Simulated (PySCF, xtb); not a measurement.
InHFCl, SMILES [F][InH][Cl].

xtb 6.7.1 with GFN2-xTB at its own geometry gives an orbital gap of 3.72 eV and a dipole moment of 3.57 D.

Geometry: B3LYP-D3(BJ)/def2-TZVP. The def2 effective core potentials stand for the cores of In; spin–orbit coupling is left out.

### Question
What does HF/def2-TZVPD in PySCF give? (Estimate from the structure and the level; the computed values follow.)

### Answer
gap 12.81 eV (levels -12.39 and 0.42 eV), dipole 3.34 D.
